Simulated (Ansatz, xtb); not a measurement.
# FH2NOSi: which of two isomers lies lower

Structure a: `N[Si](=O)F`, a singlet. Structure b: `[H]/N=[Si](\O)F`, a singlet. Both are isolated molecules in the gas phase, relaxed with B3LYP/6-31G*; the shapes shown needn't be the lowest conformers.

a (Å):

```yaml
atoms:
  - { symbol: F, position_ang: [1.8292, 0.2841, 1.0667] }
  - { symbol: N, position_ang: [-0.4509, -0.8524, 0.5367] }
  - { symbol: O, position_ang: [-0.3976, 1.5764, 2.1079] }
  - { symbol: Si, position_ang: [0.2615, 0.4541, 1.3197] }
  - { symbol: H, position_ang: [0.0739, -1.5548, 0.0333] }
  - { symbol: H, position_ang: [-1.4513, -0.9962, 0.5345] }
```

b (Å):

```xyz
6

F     1.5646   -1.2732    0.3020
N     0.6614    1.0220    1.4983
O    -0.9616   -1.2739    0.4280
Si    0.3575   -0.3753    0.8127
H    -0.0498    1.6521    1.8498
H    -1.8141   -0.8813    0.6675
```

Quicker runs give these differences E(b) − E(a): GFN2-xTB +1.043 eV; HF/STO-3G +0.806 eV (at GFN2-xTB geometries); r2SCAN-D4/def2-SVP +0.852 eV (at GFN2-xTB geometries).

**Question.** Estimate E(b) − E(a) at the level CCSD(T)/def2-TZVPP.

**Answer.** Calculated at CCSD(T)/def2-TZVPP: E(b) − E(a) = +0.787 eV, so structure a lies lower.

The same difference at several levels:

```tsv
level	geometry	E(b) − E(a) (eV)	departure from the last row (eV)	job, with rough time for the two
GFN2-xTB	GFN2-xTB	+1.043	+0.256	optimisation, 0.11 s
HF/STO-3G	GFN2-xTB	+0.806	+0.019	single point, 0.28 s
r2SCAN-D4/def2-SVP	GFN2-xTB	+0.852	+0.065	single point, 3.3 s
B3LYP/6-31G*	B3LYP/6-31G*	+0.951	+0.164	optimisation, 32 s
HF/def2-TZVPP	B3LYP/6-31G*	+0.844	+0.058	part of the CCSD(T) run
MP2/def2-TZVPP	B3LYP/6-31G*	+0.829	+0.042	part of the CCSD(T) run
CCSD(T)/def2-TZVPP	B3LYP/6-31G*	+0.787		single point, 2 min
```

As drawn, b has 1 N=Si, 1 O–Si, 1 O–H in place of 1 N–Si, 1 O=Si, 1 N–H.

None of the levels shown reverses the order. The largest departure from CCSD(T)/def2-TZVPP is that of GFN2-xTB, 0.256 eV.

With harmonic frequencies from B3LYP/6-31G* (ideal gas, rigid rotor, one conformer each, 298.15 K, 1 atm): the zero-point term adds −0.054 eV; ΔH is +0.736 and ΔG +0.731 eV.

The correlated steps freeze 8 core orbitals. Run with Ansatz 0.2.0, xtb 6.7.1; the last row on 1 thread of Arm Neoverse V1 on a shared host.
